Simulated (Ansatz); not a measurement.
`C[B](F)[AlH2]` + H₂ → `F[BH][AlH2]` + CH₄  (hydrogenolysis of a B–C bond)

Calculated with Ansatz (gas phase, PBE0-D4/def2-TZVP geometries, no zero-point term in ΔE). CCSD(T)/CBS is the MP2 limit (def2-TZVPP, def2-QZVPP) plus CCSD(T) − MP2 in def2-TZVPP, frozen cores. This one scheme is used for every species. DFT in def2-TZVPP. HSE06 is defined as in plane-wave codes.

`C[B](F)[AlH2]`:

Z-matrix (Å, degrees):
```
C
B 1 1.563
H 1 1.099 2 108.3
H 1 1.095 2 111.9 3 115.8
H 1 1.093 2 113.5 3 -120.0
F 2 1.340 1 116.9 3 109.7
Al 2 2.168 1 126.1 3 -69.1
H 7 1.594 2 121.3 1 -91.3
H 7 1.594 2 121.5 1 87.5
```

H₂:

Cartesian coordinates in Å:
```
H 0.207 0.291 0.110
H -0.207 -0.291 -0.110
```

`F[BH][AlH2]`:

Z-matrix (Å, degrees):
```
B
Al 1 2.161
F 1 1.329 2 120.8
H 1 1.210 2 125.0 3 -180.0
H 2 1.592 1 120.9 3 91.2
H 2 1.592 1 120.9 3 -91.3
```

CH₄:

Cartesian coordinates in Å:
```
C 0.000 0.000 0.000
H -0.989 0.426 -0.165
H 0.754 0.778 -0.114
H 0.181 -0.791 -0.728
H 0.054 -0.414 1.007
```

(1) Is it downhill or uphill in electronic energy at CCSD(T)/CBS, and by how much? (Best estimate.)

(2) What do these levels give: B97M-V, HSE06-D4, r2SCANh, HF/def2-SVP, CCSD(T)/def2-SVP, SCS-MP2/def2-QZVPP? (An estimate is asked.)

Largest T1 diagnostic among the species: 0.014.

Answers

(1) Computed: Downhill: ΔE = -11.7 kJ/mol.

(2) The calculation gave: B97M-V -10.2, HSE06-D4 -8.9, r2SCANh -8.7, HF/def2-SVP -33.8, CCSD(T)/def2-SVP -17.4, SCS-MP2/def2-QZVPP -15.4 kJ/mol.

Leaving LDA and LC-ωPBE aside and taking each functional with its dispersion term where it has one, the values, not all of them listed here, spread over 14.2 kJ/mol, from BHLYP-D4 to revPBE-D4. LDA lies +10.4 kJ/mol from PBE without D4. From BLYP to BHLYP (50 % exact exchange), in def2-TZVPP and without D4, ΔE moves by −4.6 kJ/mol. In def2-TZVPP, CCSD(T) changes the Hartree–Fock value by +20.6 kJ/mol (the triples alone add +4.0 kJ/mol) and MP2 by +24.3 kJ/mol.
